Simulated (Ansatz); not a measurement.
Mo(NH)2(OH)2 (MoN₂O₂H₄), relaxed as a singlet with RKS r2SCAN-D4/def2-SVP in Ansatz, starting from the GFN2-xTB geometry. Force threshold 0.02 eV/Å.

In the def2 sets Mo takes a core potential; there is no spin–orbit coupling. The restricted singlet is unstable towards broken spin symmetry in Hartree–Fock (as tested in another run); at r2SCAN-D4/def2-SVP this wasn't settled. Another isomer (singlet) lies 1.22 eV lower at PBE0-D4/def2-TZVP; other spin states weren't run for this one.

Start:

```xyz
9

Mo    0.042   -0.011   -0.069
N     0.696   -0.244    1.522
N    -1.626    0.457    0.036
O     0.147   -1.570   -0.969
O     0.959    1.315   -0.880
H     0.913   -0.332    2.505
H    -2.574    0.714    0.275
H     0.096   -2.481   -1.269
H     1.347    2.151   -1.151
```

```tsv
step	energy (eV)	largest force component (eV/Å)	SCF passes
1	-8989.3603	2.240	31
2	-8989.5000	0.690	33
3	-8989.6266	0.397	32
4 (rejected)	-8989.5047	3.150	38
5	-8989.7184	0.315	32
6	-8989.7796	0.129	33
7	-8989.7973	0.138	33
8	-8989.8096	0.256	33
9	-8989.8395	0.157	40
10 (rejected)	-8989.8350	0.873	33
11	-8989.8519	0.082	32
12	-8989.8678	0.279	32
13	-8989.8870	0.117	41
14	-8989.8939	0.076	32
15	-8989.8949	0.047	36
16	-8989.8950	0.049	34
17	-8989.8952	0.010	35
```

Force components are those of the run's own axes.

End:

| atom | x (Å) | y (Å) | z (Å) |
| --- | --- | --- | --- |
| Mo1 | 0.062 | -0.014 | -0.103 |
| N2 | 0.671 | -0.449 | 1.464 |
| N3 | -1.541 | 0.649 | -0.008 |
| O4 | -0.033 | -1.568 | -1.187 |
| O5 | 1.234 | 1.293 | -0.822 |
| H6 | 0.640 | -0.545 | 2.478 |
| H7 | -2.396 | 0.948 | 0.459 |
| H8 | 0.504 | -2.336 | -0.948 |
| H9 | 0.860 | 2.024 | -1.333 |

By distances, no bond broke or formed. The bond that changes most is Mo1–O4, from 1.80 to 1.90 Å (atoms count from 1).

No frequencies were taken in this run, so the end may be a saddle point.

Hardware: 2 threads of Intel Xeon Platinum 8259CL on a shared host. Wall time 79 s.
